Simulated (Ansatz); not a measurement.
This geometry of CH9AlOSi2 (14 atoms, charge 0, multiplicity 1) is a first-order saddle point.

Computed with Ansatz, RKS B3LYP/STO-3G.

```xyz
14
Properties=species:S:1:pos:R:3
C -1.260 0.308 -0.981
Si -0.084 -0.900 -0.108
Al -0.953 -1.738 1.873
O 1.491 -0.249 0.111
Si 1.836 1.362 -0.258
H -2.222 -0.184 -1.177
H -0.864 0.642 -1.950
H -1.470 1.205 -0.384
H 0.099 -1.981 -1.071
H -0.081 -2.002 3.069
H -2.422 -2.045 1.973
H 1.659 1.688 -1.662
H 1.033 2.301 0.505
H 3.225 1.566 0.088
```

(1) Which two structures does it join? (They come from a converged band through this point; their orientation in space is the band's.)

(2) How far does it lie above each of them?

## Answers

(1) No bond is made or broken. The dihedral Al3–Si2–O4–Si5 goes from 172 to -27°.

First end point:

```xyz
14
Properties=species:S:1:pos:R:3
C -1.548 0.694 -0.314
Si -0.200 -0.615 -0.039
Al -0.826 -2.260 1.467
O 1.247 0.132 0.507
Si 2.028 1.227 -0.527
H -2.477 0.218 -0.658
H -1.261 1.431 -1.075
H -1.785 1.246 0.604
H 0.039 -1.162 -1.373
H 0.092 -2.722 2.563
H -2.182 -2.900 1.339
H 2.320 0.655 -1.829
H 1.267 2.443 -0.752
H 3.274 1.584 0.115
```

Last end point:

```xyz
14
Properties=species:S:1:pos:R:3
C -1.358 0.259 -1.659
Si -0.017 -0.727 -0.753
Al -0.450 -1.273 1.474
O 1.420 0.262 -0.702
Si 1.560 1.071 0.773
H -2.236 -0.372 -1.855
H -0.999 0.627 -2.629
H -1.705 1.128 -1.084
H 0.339 -1.795 -1.673
H 0.330 -2.376 2.129
H -1.622 -0.659 2.188
H 0.845 2.331 0.866
H 0.932 0.215 1.828
H 2.947 1.281 1.125
```

(2) 7.3 kJ/mol above the first and 11.1 kJ/mol above the second. This is the barrier of this one path; another mechanism may lie lower. Limits of this set-up: minimal basis.

Run time: 3.8 min on 1 thread of Intel(R) Xeon(R) Platinum 8488C (Sapphire Rapids), on a shared host, peak memory 0.14 GiB.
